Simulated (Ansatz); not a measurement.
Start from `CC1=C(N)S1` and change one atom or group to get `BC1=C(C)S1`.

Ansatz, PBE0-D4/def2-TZVP geometries, multiplicity 1. Each molecule was computed in one conformer, which needn't be the lowest.

```csv
property,`CC1=C(N)S1`
LUMO energy (ωB97M-V/def2-TZVPP) / eV,2.00
size of the dipole moment (PBE/def2-TZVPP) / D,3.43
LUMO energy (PBE0/def2-TZVPP) / eV,0.31
size of the dipole moment (ωB97M-V/def2-TZVPP) / D,3.39
HOMO–LUMO gap (PBE/def2-TZVPP) / eV,3.01
HOMO–LUMO gap (B3LYP/def2-TZVPP) / eV,4.65
```

Q: What does the change do to each property? (Estimate.)

A: The calculation gave: 
```tsv
property	`BC1=C(C)S1`	shift
LUMO energy (ωB97M-V/def2-TZVPP) / eV	-0.47	-2.47
size of the dipole moment (PBE/def2-TZVPP) / D	3.13	-0.30
LUMO energy (PBE0/def2-TZVPP) / eV	-2.42	-2.73
size of the dipole moment (ωB97M-V/def2-TZVPP) / D	2.92	-0.47
HOMO–LUMO gap (PBE/def2-TZVPP) / eV	1.88	-1.13
HOMO–LUMO gap (B3LYP/def2-TZVPP) / eV	3.28	-1.37
```

With PBE0 the HOMO falls by 1.26 eV and the LUMO falls by 2.73 eV, so the gap narrows by about 1.47 eV. PBE moves the HOMO by -1.44 eV and ωB97M-V by -1.11 eV. Dipoles are sizes alone; their direction can turn.

B3LYP here is the variant with VWN-RPA as its local correlation; programs differ in this.
